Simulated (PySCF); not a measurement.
## Levels of La⁴⁶⁺ from EOM-EA-GCCSD

Reference: closed-shell La⁴⁷⁺, [Ne]; one electron is added. Calculated with PySCF 2.14, two-component X2C-1e with screened spin-orbit coupling, an uncontracted even-tempered set (17 s from 6.3 bohr⁻², ratio 2.6; 13 p from 8.2 bohr⁻², ratio 2.6; 6 d from 8.4 bohr⁻², ratio 2.8; 3 f from 190 bohr⁻², ratio 2.8); frozen 1s2; the 48 highest virtual spinors dropped; of the others 44 kept and the rest restored at second order. No Breit or QED terms. Binding energies in eV.

```tsv
level	Koopmans	second order	EOM-CCSD
3s1/2	3801.8	3802.6	3802.6
3p1/2	3693.8	3694.8	3694.8
3p3/2	3581.9	3582.7	3582.7
3d3/2	3444.9	3445.6	3445.6
3d5/2	3419.8	3420.5	3420.5
```

Electric-dipole lines between these computed levels:

| lower | upper | ΔE (eV) | vacuum wavelength (nm) |
| --- | --- | --- | --- |
| 3s1/2 | 3p1/2 | 107.81 | 11.50 |
| 3s1/2 | 3p3/2 | 219.82 | 5.640 |
| 3p1/2 | 3d3/2 | 249.16 | 4.976 |
| 3p3/2 | 3d3/2 | 137.15 | 9.040 |
| 3p3/2 | 3d5/2 | 162.29 | 7.640 |

For comparison, the ionisation energy of La⁴⁶⁺ is 3800 ± 4 eV (theoretical estimate listed by NIST; NIST Atomic Spectra Database, ionization energies).

Only part of the computed levels is shown.
